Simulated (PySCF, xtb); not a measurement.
FGeH4NO2, SMILES [NH2][Ge]([OH])([OH])[F].

GFN2-xTB in xtb at its own geometry gives an orbital gap of 6.98 eV and a dipole moment of 2.15 D.

Coordinates come from a PBE0-D3(BJ)/def2-SVP optimisation. The structure was generated by enumeration, and PubChem lists no compound with its InChIKey, so it may never have been made. Other conformers were not sampled.

Question: What does PBE0/def2-TZVP (PySCF) give? (An estimate is asked for; the answer gives what the named calculation found.)

Answer: gap 8.18 eV (levels -8.34 and -0.17 eV), dipole 1.63 D.
